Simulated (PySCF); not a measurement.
borohydride (BH₄), SMILES [BH4-], charge -1. Geometry: PBE-D3(BJ)/def2-TZVPD.

Question: Give the equilibrium geometry at PBE-D3(BJ)/def2-TZVPD (PySCF confirms it by a frequency run) as Cartesian coordinates in Å, and its point group. (The exact figures need the calculation; the answer reports its results.)

Answer: point group Td.
```xyz
5

B      0.0000     0.0000     0.0000
H      0.7187    -0.7187    -0.7187
H     -0.7187    -0.7187     0.7187
H     -0.7187     0.7187    -0.7187
H      0.7187     0.7187     0.7187
```
Charge -1, spin multiplicity 1.
